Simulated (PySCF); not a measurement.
CH5BFNO, SMILES NB(O)CF.

Coordinates come from a PBE0-D3(BJ)/def2-SVP optimisation. This is a generated structure with no PubChem entry under its InChIKey; it may be hypothetical. Other conformers were not sampled.

Two levels are set side by side: PBE/def2-TZVP (PySCF) and r2SCAN/def2-TZVP (PySCF). Same geometry, gas phase. Differences are taken from unrounded values.

| quantity | PBE |
|---|---|
| orbital gap (eV) | 6.31 |
| highest occupied level (eV) | -6.51 |
| lowest empty level (eV) | -0.21 |
| dipole moment (D) | 2.60 |
| mean polarisability (bohr³) | 40.0 |

Question: These are the PBE values. What does r2SCAN give? (The exact figures need the calculation; the answer reports its results.)

Answer: 
| quantity | r2SCAN | PBE minus r2SCAN |
|---|---|---|
| orbital gap (eV) | 7.42 | -1.12 |
| highest occupied level (eV) | -6.83 | 0.32 |
| lowest empty level (eV) | 0.59 | -0.80 |
| dipole moment (D) | 2.63 | -0.03 |
| mean polarisability (bohr³) | 38.6 | 1.3 |

Rough cost on one machine, each run with all the roots and properties that it gave: r2SCAN against PBE about 3 times.
